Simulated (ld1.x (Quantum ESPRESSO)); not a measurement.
Plane-wave convergence, PAW potential for Li

ld1.x (Quantum ESPRESSO) 7.5 input, shortened:

```
&input
   title='Li', zed=3., rel=0, dft='PBE', iswitch=3,
   config='[He] 2s1 2p0 3d-2'
 /
 &inputp
   pseudotype=3, lpaw=.true., tm=.true., lloc=-2, rcloc=4.70,
   nlcc=.false.,
   which_augfun='PSQ', rmatch_augfun_nc=.true.
 /
6
1S  1  0   2.00   0.00  1.25  1.40  0.0
2S  2  0   1.00   0.00  1.25  1.40  0.0
2P  2  1   0.00   0.00  3.50  4.70  0.0
2P  2  1   0.00   0.55  3.50  4.70  0.0
3D  3  2  -2.00   0.30  3.25  3.70  0.0
3D  3  2  -2.00   2.00  3.25  3.70  0.0
 &test
   configts(1)='1s2 2s1 2p0'
 /
```

The pseudo-atom Hamiltonian at the reference potential is diagonalised in spherical Bessel functions j_l(qr) that vanish at 20 bohr, with q² up to the cutoff. All-electron valence levels (Ry): 1s -3.8109, 2s -0.2112, 2p -0.0801.

Problem. How do the lowest levels (Ry) of each channel move with the cutoff, and are there ghosts?

Solution.

| cutoff (Ry) | s #1 | s #2 | p #1 | d #1 | d #2 | f #1 | Σ f·Δε (mRy) |
| --- | --- | --- | --- | --- | --- | --- | --- |
| 8 | -3.6368 | -0.1315 | -0.0801 | 0.0439 | 0.1355 | 0.0982 | 428.0 |
| 10 | -3.7092 | -0.1354 | -0.0801 | 0.0439 | 0.1355 | 0.0982 | 279.4 |
| 15 | -3.7797 | -0.1435 | -0.0801 | 0.0439 | 0.1355 | 0.0982 | 130.3 |
| 18 | -3.7998 | -0.1511 | -0.0801 | 0.0439 | 0.1355 | 0.0982 | 82.5 |
| 21 | -3.8059 | -0.1577 | -0.0801 | 0.0439 | 0.1355 | 0.0982 | 63.6 |
| 30 | -3.8105 | -0.1805 | -0.0801 | 0.0439 | 0.1355 | 0.0982 | 31.6 |
| 35 | -3.8107 | -0.1951 | -0.0801 | 0.0439 | 0.1355 | 0.0982 | 16.7 |
| 40 | -3.8107 | -0.2052 | -0.0801 | 0.0439 | 0.1355 | 0.0982 | 6.5 |
| 45 | -3.8108 | -0.2087 | -0.0801 | 0.0439 | 0.1355 | 0.0982 | 2.9 |
| 55 | -3.8109 | -0.2110 | -0.0801 | 0.0439 | 0.1355 | 0.0982 | 0.4 |
| 60 | -3.8109 | -0.2110 | -0.0801 | 0.0439 | 0.1355 | 0.0982 | 0.3 |
| 400 | -3.8109 | -0.2113 | -0.0801 | 0.0439 | 0.1355 | 0.0982 | 0.0 |

Result: no extra level below or beside the all-electron valence levels (s, p, d, f tested); 10 mRy is reached at 40 Ry and 1 mRy at 50 Ry.

Test run stopped at test 2 of 4 (negative rho), 1 before it not solved.
